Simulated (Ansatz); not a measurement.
Gas-phase electronic energies from Ansatz, PBE0-D4/def2-TZVP geometries. CCSD(T)/CBS adds triple-zeta CCSD(T) − MP2 to the extrapolated MP2 energy (def2 sets, frozen cores). This one scheme is used for every species. DFT in def2-TZVPP. For Ge outer-core shells are correlated without core-valence functions, which leaves a few kJ/mol of doubt a bond. Scalar relativity is left out up to krypton.

Consider the formal exchange of groups at a Ge–Si bond: `[SiH3][GeH3]` + `c1ccccc1` → `[GeH3][c]1ccccc1` + SiH₄.

| level | ΔE (kJ/mol) |
| --- | --- |
| revPBE-D4 | 36.9 |
| BLYP-D4 | 33.0 |
| CCSD/def2-SVP | 27.2 |
| CCSD/CBS(def2) | 32.8 |

**Question.** What does CCSD(T)/CBS give? (Estimate.)

**Answer.** Computed: +30.4 kJ/mol. The listed levels differ from it by 6.5, 2.6, -3.2, 2.4 kJ/mol.

Largest T1 diagnostic among the species: 0.012.

From BLYP to BHLYP (50 % exact exchange), in def2-TZVPP and without D4, ΔE moves by −3.4 kJ/mol. In def2-TZVPP, CCSD(T) changes the Hartree–Fock value by −7.6 kJ/mol (the triples alone add −2.4 kJ/mol) and MP2 by −15.3 kJ/mol.
